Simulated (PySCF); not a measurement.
An equivalent PySCF input for Eu (europium, neutral), [Xe] 4f7 6s2, high-spin 8S determinant, with the spin-free X2C one-electron Hamiltonian (Gaussian nucleus):

```python
from pyscf import gto, scf, dft, mp, cc
import basis_set_exchange as bse
mol = gto.M(atom="Eu 0 0 0", charge=0, spin=7, symmetry="D2h",
            basis=gto.basis.parse(bse.get_basis("x2c-TZVPPall", elements=["Eu"], fmt="nwchem")),
            nucmod="G")
mf = dft.UKS(mol, xc="BHANDHLYP").sfx2c1e()
mf.irrep_nelec = {'Ag': (10, 10), 'B1g': (2, 2), 'B2g': (2, 2), 'B3g': (2, 2), 'Au': (1, 0), 'B1u': (6, 4), 'B2u': (6, 4), 'B3u': (6, 4)}
mf.kernel()
```

It reaches the same state as the run whose output follows, with an energy that differs only through the grid. The run itself started from symmetry-adapted Hartree-Fock orbitals and held the occupation by maximum overlap, on a logarithmic radial grid, so the iterations belong to that start.

```
SCF conv_tol = 1e-09
number electrons alpha = 35  beta = 28
XC functionals = BHANDHLYP
    A. D. Becke.,  J. Chem. Phys. 98, 1372 (1993)
    Defined through Gaussian implementation.
cycle= 1 E= -10843.4979686685  delta_E= -0.0116  |g|= 0.106  |ddm|= 0.411
cycle= 2 E= -10843.4974175755  delta_E= 0.000551  |g|= 0.129  |ddm|= 0.162
cycle= 3 E= -10843.4991492835  delta_E= -0.00173  |g|= 0.00762  |ddm|= 0.0622
cycle= 4 E= -10843.499156412  delta_E= -7.13e-06  |g|= 0.000219  |ddm|= 0.0105
cycle= 5 E= -10843.4991564235  delta_E= -1.15e-08  |g|= 8.66e-05  |ddm|= 0.000402
cycle= 6 E= -10843.4991564247  delta_E= -1.22e-09  |g|= 7.12e-06  |ddm|= 9.92e-05
cycle= 7 E= -10843.4991564247  delta_E= -1.64e-11  |g|= 4.25e-07  |ddm|= 1.06e-05
converged SCF energy = -10843.4991564247  <S^2> = 15.757276  2S+1 = 8.0018189
```

Spin-orbit coupling, which splits the p, d and f shells strongly at this Z, is absent.
